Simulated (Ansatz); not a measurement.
Geometry optimisation, RKS PBE/def2-SVP (Ansatz).

Input file:

```yaml
crystal:
  periodic: [false, false, false]
  atoms:
    - { symbol: Ge, position_ang: [-0.50251, 6.3e-05, -0.396711] }
    - { symbol: H, position_ang: [0.159104, -0.00019, 2.283881] }
    - { symbol: F, position_ang: [1.094137, 0.000217, 0.253101] }
    - { symbol: F, position_ang: [-0.658908, 1.416626, -1.36274] }
    - { symbol: F, position_ang: [-0.658872, -1.41676, -1.362355] }
    - { symbol: F, position_ang: [-1.779646, 0.00025, 0.728499] }
    - { symbol: H, position_ang: [-0.539605, -0.000206, 2.459825] }
basis:
  gaussian: { orbitals: def2-SVP }
hamiltonian:
  xc: pbe
relax:
  f_tol: 0.03
  max_steps: 50
```

Launched with:

```bash
$ ansatz run input.yaml --threads 2 --pin off --max-ram 3072MiB --backend cpu --events-out ev --progress --plain --runs-dir out
```

**Question.** Where does it end, and by what steps?

**Answer.** The run converged. The force dipped under the threshold on the way, but the program's further checks kept it going. After 22 steps the energy has fallen by 0.213 eV; H2 moved furthest, 1.14 Å.

```tsv
step	energy less start (eV)	largest force component (eV/Å)	accepted
0	0.0000	1.849	yes
1	-0.1416	0.357	yes
2	-0.1580	0.235	yes
3	-0.1957	0.079	yes
4	-0.2017	0.046	yes
5	-0.2077	0.067	yes
6	-0.2082	0.044	yes
7	-0.2084	0.019	yes
8	-0.2086	0.056	yes
9	-0.2087	0.129	yes
10	-0.2091	0.090	yes
11	-0.2095	0.139	yes
12	-0.2104	0.133	yes
13	-0.2109	0.125	yes
14	-0.2119	0.019	yes
15	-0.1919	0.909	no
16	-0.2125	0.041	yes
17	-0.2106	0.315	no
18	-0.2123	0.103	no
19	-0.2128	0.018	yes
20	-0.2130	0.070	yes
21	-0.2132	0.040	yes
22	-0.2134	0.006	yes
```

```xyz
7
Properties=species:S:1:pos:R:3
Ge -0.509 0.000 -0.726
H 0.070 -0.001 3.416
F 1.112 0.001 -0.153
F -0.783 1.406 -1.679
F -0.783 -1.406 -1.677
F -1.594 0.001 0.613
H -0.400 0.000 2.809
```

Time of the run: 35 s on 2 threads of Arm Neoverse V1, on a shared host, peak memory 0.13 GiB.
